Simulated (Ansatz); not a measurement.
Reaction (formal loss of a carbene): `F[CH](F)[GaH2]` → `F[C]F` + `[GaH3]`

Computed with Ansatz on PBE0-D4/def2-TZVP structures; ΔE is electronic, products minus reactants. CBS: MP2 limit from def2 TZ/QZ plus the TZ coupled-cluster correction, frozen cores. This one scheme is used for every species. For Ga outer-core shells are correlated without core-valence functions, which leaves a few kJ/mol of doubt a bond. Scalar relativity is left out up to krypton.

```
         species  CCSD(T)/CBS(def2) energy (Eh)
`F[CH](F)[GaH2]`                    -2163.33500
         `F[C]F`                     -237.54028
        `[GaH3]`                    -1925.70545
```

Work out ΔE.

ΔE = (-237.54028) + (-1925.70545) − (-2163.33500) = 0.08927 Eh = +2.43 eV.

Largest T1 diagnostic among the species: 0.017.

The D4 term adds +0.09 eV with B3LYP and +0.05 eV with PBE0; it sums over pairs of atoms, weighted by their polarisabilities, and B3LYP, whose exchange is more repulsive, gets the larger term. Leaving LDA and LC-ωPBE aside and taking each functional with its dispersion term where it has one, the values, not all of them listed here, spread over 0.34 eV, from B97M-V to PBE0-D4. LDA lies +0.41 eV from PBE without D4.

B3LYP here is the variant with VWN-RPA as its local correlation; programs differ in this.
